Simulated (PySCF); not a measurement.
C5H14SSi.
Numbering: `[CH3:1][S:2][SiH2:3][C:4]([CH3:5])([CH3:6])[CH3:7]` (hydrogens: H8, H9, H10 on C1; H11, H12 on Si3; H13, H14, H15 on C5; H16, H17, H18 on C6; H19, H20, H21 on C7)

All values: PBE0/pcSseg-1 and B3LYP/def2-SVPD (PySCF, non-relativistic), on one gas-phase PBE0-D3(BJ)/def2-SVP geometry that isn't relaxed in the solvent. The solvent is an IEF-PCM continuum (cavity from Bondi-type radii × 1.2). Specific hydrogen bonds and non-electrostatic terms are outside this model.

Gas phase at PBE0/pcSseg-1: HOMO -6.77 eV, LUMO 0.27 eV, dipole 1.03 D.

**Question.** What does the continuum do to the energy, the frontier levels and the dipole at PBE0/pcSseg-1 in tetrahydrofuran and dichloromethane?

**Answer.** 
| solvent | ε | E(solvent) − E(gas) (kcal/mol) | polarisation term (kcal/mol) | distortion of the solute (kcal/mol) | HOMO (eV) | LUMO (eV) | dipole (D) |
| --- | --- | --- | --- | --- | --- | --- | --- |
| tetrahydrofuran | 7.426 | -2.40 | -2.67 | 0.27 | -6.86 | 0.34 | 1.45 |
| dichloromethane | 8.93 | -2.50 | -2.80 | 0.30 | -6.87 | 0.34 | 1.47 |

Polarisation term: ½ Σ q·V over the induced surface charges. Distortion: the rise of the solute's own energy as its density leaves the gas-phase optimum. From tetrahydrofuran to dichloromethane the lowering changes by a factor 1.04, Onsager's factor (ε − 1)/(2ε + 1) by 1.04 and ε itself by 1.2.

**Question.** Which radius a makes the point-dipole formula ΔE = −[(ε − 1)/(2ε + 1)]·μ²/a³ give the value in dichloromethane, with the gas-phase dipole?

**Answer.** μ = 0.406 au and |ΔE| = 0.00399 Eh give a = 1.37 Å; the farthest nucleus lies 4.54 Å from the centroid of the nuclei, so such a sphere wouldn't even hold the nuclei. The formula assumes a rigid point dipole at the centre of a sphere.

**Question.** Which Hirshfeld charges (PBE0/pcSseg-1) respond most in dichloromethane (means over atoms taken as equivalent)?

**Answer.** 
```json
{"atoms": "S2", "environment": "sulfur bonded to C and Si", "gas (e)": "-0.091", "solvent (e)": "-0.117", "change": "-0.026"}
{"atoms": "H8/H9/H10", "environment": "methyl hydrogen", "gas (e)": "+0.047", "solvent (e)": "+0.052", "change": "+0.005"}
{"atoms": "Si3", "environment": "SiH2 silicon", "gas (e)": "+0.298", "solvent (e)": "+0.300", "change": "+0.002"}
{"atoms": "C1", "environment": "S-methyl carbon", "gas (e)": "-0.114", "solvent (e)": "-0.112", "change": "+0.002"}
{"atoms": "H11/H12", "environment": "Si–H hydrogen", "gas (e)": "-0.083", "solvent (e)": "-0.082", "change": "+0.001"}
{"atoms": "C5/C6/C7", "environment": "methyl carbon", "gas (e)": "-0.116", "solvent (e)": "-0.117", "change": "-0.001"}
{"atoms": "C4", "environment": "sp3 carbon bound to silicon", "gas (e)": "-0.055", "solvent (e)": "-0.054", "change": "+0.001"}
{"atoms": "H13 (×9)", "environment": "methyl hydrogen", "gas (e)": "+0.037", "solvent (e)": "+0.038", "change": "+0.001"}
```

**Question.** Which Mayer bond orders change most in dichloromethane?

**Answer.** 
| bond | length (Å) | gas | solvent | change |
| --- | --- | --- | --- | --- |
| S2–Si3 | 2.147 | 0.964 | 0.944 | -0.020 |
| C1–S2 | 1.821 | 1.001 | 0.986 | -0.015 |
| Si3–H11 | 1.500 | 0.914 | 0.919 | +0.005 |
| Si3–H12 | 1.500 | 0.914 | 0.919 | +0.005 |
| C1–H10 | 1.098 | 0.957 | 0.954 | -0.003 |
| Si3–C4 | 1.900 | 0.874 | 0.876 | +0.002 |
| C7–H20 | 1.102 | 0.960 | 0.958 | -0.002 |
| C1–H8 | 1.099 | 0.947 | 0.946 | -0.001 |

Gas phase at B3LYP/def2-SVPD: HOMO -6.52 eV, LUMO -0.14 eV, dipole 0.86 D.

**Question.** What does the continuum do to the energy, the frontier levels and the dipole at B3LYP/def2-SVPD in dichloromethane?

**Answer.** 
```
        solvent     ε  E(solvent) − E(gas) (kcal/mol)  polarisation term (kcal/mol)  distortion of the solute (kcal/mol)  HOMO (eV)  LUMO (eV)  dipole (D)
dichloromethane  8.93                           -2.30                         -2.61                                 0.31      -6.59      -0.05        1.28
```

**Question.** How does the static polarisability (B3LYP/def2-SVPD, frozen core, with the continuum's full static response) change?

**Answer.** 
```csv
medium,isotropic (au),principal values (au),⟨r²⟩ of the electrons (bohr²)
gas,113.1,"98.1, 105.4, 135.7",1483.6
dichloromethane,150.6,"135.0, 145.3, 171.5",1482.7
```

The isotropic value in dichloromethane is 1.33 times the gas-phase one; no cavity-field correction is applied. ⟨r²⟩ is taken about the centre of nuclear charge.

The values belong to the conformer `[CH3:1][S:2][SiH2:3][C:4]([CH3:5])([CH3:6])[CH3:7]`: C1–S2–Si3–C4 180°, S2–Si3–C4–C5 60°.
